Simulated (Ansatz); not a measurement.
The cluster B4⁺, relaxed as a doublet with UKS B3LYP-D4/def2-TZVP in Ansatz, starting from the GFN1-xTB geometry. Force threshold 0.02 eV/Å.

The structure comes from a short search, and lower isomers may exist.

Start:

| atom | x (Å) | y (Å) | z (Å) |
| --- | --- | --- | --- |
| B1 | -0.391 | -0.429 | 0.942 |
| B2 | 0.391 | 0.429 | -0.942 |
| B3 | 0.919 | 0.317 | 0.527 |
| B4 | -0.919 | -0.317 | -0.527 |

```tsv
step	energy (eV)	largest force component (eV/Å)	SCF passes
1	-2689.1697	0.695	19
2	-2689.1902	0.256	22
3	-2689.1932	0.003	20
```

Force components are those of the run's own axes.

End:

```xyz
4

B    -0.3864   -0.4232    0.9292
B     0.3863    0.4233   -0.9292
B     0.9072    0.3125    0.5196
B    -0.9072   -0.3126   -0.5196
```

By distances, no bond broke or formed. The bond that changes most is B2–B3, from 1.57 to 1.54 Å (atoms count from 1).

No frequencies were taken in this run, so the end may be a saddle point.

It took 2.4 s on 4 threads of Arm Neoverse V1 on a shared host.
